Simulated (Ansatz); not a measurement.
Z-matrix (Å, degrees):
```
C
F 1 1.342
C 1 1.535 2 109.0
F 1 1.342 2 109.0 3 118.8
H 1 1.095 2 109.7 3 -121.1
F 3 1.331 1 109.6 2 179.9
F 3 1.325 1 111.5 2 59.4
F 3 1.331 1 109.6 2 -61.2
```

Charge 0, multiplicity 1.

Task: List the PBE0/def2-TZVPP orbital energies in eV (Ansatz). (Best estimate.)

Result: The calculation gave: Occupied: -675.63, -675.63, -675.60, -675.26, -675.26, -285.59, -283.63, -37.63, -36.16, -35.12, -35.09, -34.53, -22.43, -19.68, -17.77, -17.63, -17.61, -16.34, -16.30, -14.07, -14.00, -13.93, -13.27, -12.94, -12.86, -12.41, -12.32, -12.29, -10.50. Lowest empty: 1.47, 1.78, 2.31, 3.54, 4.92, 5.14, 5.83, 6.22.
